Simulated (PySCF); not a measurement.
A GIAO shielding run with PySCF (density fitting, non-relativistic, gas phase) on SMILES C#C[C@H]1CCC=CS[SiH2]1, C₇H₁₀SSi:

```
$ OMP_NUM_THREADS=1 python probes_run.py task.json out

{"job": {"kind": "nmr", "xc": "PBE0", "basis": "pcSseg-1"}, "charge": 0, "multiplicity": 1}
C     -3.495415    -0.426173     0.229819
C     -2.311037    -0.257703     0.271591
C     -0.881728    -0.057564     0.292095
C     -0.188533    -1.097396    -0.599622
C      1.291479    -0.763973    -0.817956
C      2.014062    -0.522055     0.468436
C      2.144487     0.654094     1.065746
S      1.513435     2.207494     0.499945
Si    -0.474428     1.744118    -0.208042
H     -4.532833    -0.576917     0.206878
H     -0.540605    -0.203633     1.325064
H     -0.692623    -1.137230    -1.568153
H     -0.280803    -2.083822    -0.136221
H      1.367424     0.129814    -1.445162
H      1.768148    -1.589606    -1.350942
H      2.453995    -1.387245     0.947000
H      2.708499     0.769630     1.978101
H     -0.519305     1.933816    -1.656623
H     -1.354023     2.673603     0.490583
```

Hardware: 1 thread of an Arm Neoverse N1, shared host. The job also computes population analyses, field gradients, ring-centre shieldings.

(1) How large is the calculation?

(2) How long does it take, and how much memory does it need?

Results:

(1) 82 electrons, 217 basis functions and 1167 auxiliary functions.

(2) 84 s of wall time, with 14 SCF cycles and 5 response iterations; peak memory 1 GiB. Times on a shared host scatter by some tens of per cent.
